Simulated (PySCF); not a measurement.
Ga(H)2(OSiH3) (GaH5OSi), SMILES [SiH3][O][GaH2]. Atoms are numbered in the order given.

```xyz
8

Ga    -0.0476    -1.1918     0.0000
H     -1.5945    -1.4213     0.0000
H      1.1202    -2.2231     0.0000
O      0.4911     0.5114     0.0000
Si    -0.0850     2.0600     0.0000
H      0.3975     2.7860    -1.2142
H     -1.5846     2.0863     0.0000
H      0.3975     2.7860     1.2142
```

Geometry: PBE0-D3(BJ)/def2-SVP.

Method: HF/def2-TZVPD (PySCF).

Mulliken values depend strongly on the basis, most of all with diffuse functions as here. Atomic charges (e):

| atom | Mulliken | meta-Löwdin |
|---|---|---|
| Ga1 | 0.70 | 0.74 |
| H2 | -0.25 | -0.13 |
| H3 | -0.21 | -0.12 |
| O4 | -0.32 | -0.91 |
| Si5 | 0.22 | 0.93 |
| H6 | -0.05 | -0.17 |
| H7 | -0.05 | -0.18 |
| H8 | -0.05 | -0.17 |
